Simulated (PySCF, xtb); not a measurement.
Ga(H)(OH)(NH2) (GaH4NO), SMILES [OH][GaH][NH2].

GFN2-xTB run with xtb at its own geometry gives an orbital gap of 4.38 eV and a dipole moment of 1.79 D.

Coordinates come from a ωB97X-D3(BJ)/def2-TZVP optimisation. The values are those of a single conformer.

Problem. What does PySCF with B3LYP/def2-TZVPD give? (An estimate is asked for; the answer gives what the named calculation found.)

Solution. gap 6.55 eV (levels -7.24 and -0.69 eV), dipole 2.24 D.
